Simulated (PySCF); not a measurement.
## Electronic structure of Xe³⁴⁺ (xenon, charge +34) at the r2SCANh level

Configuration: [Ar] 3d2, high-spin 3F determinant. Computed with PySCF 2.14 in an even-tempered Gaussian basis (18 s from 5.6 bohr⁻², ratio 2.5; 12 p from 7.3 bohr⁻², ratio 2.5; 7 d from 7.3 bohr⁻², ratio 2.5; 4 f from 25 bohr⁻², ratio 2.7; 3 g from 38 bohr⁻², ratio 2.7), with scalar relativity by spin-free X2C-1e.

```json
{"Total energy": "-6588.42 hartree", "One-electron energy": "-7618.44 hartree", "Hartree (Coulomb) energy": "1160.40 hartree", "Exchange-correlation energy": "-130.38 hartree", "⟨S²⟩": "2.0001", "⟨L²⟩": "12.001", "Sum of ⟨r⟩": "3.602 bohr", "Sum of ⟨r²⟩": "0.9655 bohr²"}
```

```tsv
shell	electrons	mean orbital energy (hartree)	spread (hartree)	rms radius, mean of both spins (bohr)
1s α	1	-1327.81756	0	0.0305
1s β	1	-1327.81630	0	0.0305
2s α	1	-259.99449	0	0.123
2s β	1	-259.61900	0	0.123
2p α	3	-240.13773	0.00036	0.109
2p β	3	-239.84719	0	0.109
3s α	1	-93.92120	0	0.304
3s β	1	-93.58992	0	0.304
3p α	3	-87.50907	0.00015	0.299
3p β	3	-87.12382	0	0.299
3d α	2	-79.61627	0.00045	0.266
```

Spin-orbit coupling, absent here, splits the open shell strongly.

Densities and radii are taken from the X2C orbitals without a picture-change correction, which distorts them close to the nucleus.
